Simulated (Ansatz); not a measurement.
Ansatz (a program for electronic structure) input (wB97M-V/def2-TZVPD):

Ansatz 0.2 input:
```yaml
crystal:
  periodic: [false, false, false]
  atoms:
    - {symbol: Si, position_ang: [-0.97543268, 0.10959893, 0.19520595]}
    - {symbol: P, position_ang: [1.13449721, -0.18862683, -0.28607200]}
    - {symbol: H, position_ang: [-1.82183741, -0.82343493, -0.62787256]}
    - {symbol: H, position_ang: [-1.62420637, 1.45445963, -0.06147326]}
    - {symbol: H, position_ang: [-1.47167320, -0.15189419, 1.60261794]}
    - {symbol: H, position_ang: [1.55631634, 0.81588701, 0.64492459]}
basis:
  gaussian:
    orbitals: def2-TZVPD
hamiltonian:
  xc: {name: wB97M-V}
total_charge: -1
output: {forces: true}
```

Output:

```
Functional definition: wB97M-V
integrals: 0.06 GiB planned
763 factors; their error is unknown
integrals: 0.09 GiB planned
284 factors; integrals over basis functions are off by at most 1.5e-5 eV
mean field: 0.54 GiB planned
mean field evaluation 1: about -17230.5179 eV, gradient 1.2e1 eV
mean field evaluation 2: about -17230.9164 eV, gradient 7.9e0 eV
mean field evaluation 4: about -17231.0952 eV, gradient 3.7e-1 eV
mean field evaluation 8: about -17231.1118 eV, gradient 1.1e-2 eV
mean field evaluation 16: about -17231.1118 eV, gradient 5.6e-5 eV
mean field -17231.11183221 eV, -633.2316801665 hartree, gradient 5.6e-5 eV, S^2 0.000000; 0 other end points of the search recorded, 0 dependent functions left out
the calculation of the forces begins
reference -17231.11188604 eV, -633.2316821449 hartree; 17, 17 occupied and 105, 105 virtual orbitals, 763 factors
Total energy: -17231.11188604 eV, -633.2316821449 hartree
Atom 0 at    -0.975433     0.109599     0.195206 Å, force    -0.014637     0.021567     0.022160 eV/Å
Atom 1 at     1.134497    -0.188627    -0.286072 Å, force    -0.101562     0.068290     0.075230 eV/Å
Atom 2 at    -1.821837    -0.823435    -0.627873 Å, force     0.034065     0.040347     0.035824 eV/Å
Atom 3 at    -1.624206     1.454460    -0.061473 Å, force     0.068947    -0.078592    -0.006675 eV/Å
Atom 4 at    -1.471673    -0.151894     1.602618 Å, force     0.061812    -0.003456    -0.084512 eV/Å
Atom 5 at     1.556316     0.815887     0.644925 Å, force    -0.048625    -0.048156    -0.042028 eV/Å
Dipole moment:    -0.323563     0.097980     0.124238 e Å
```

It need not be the lowest isomer of its formula. Whether it binds its extra electron was not tested at this geometry.
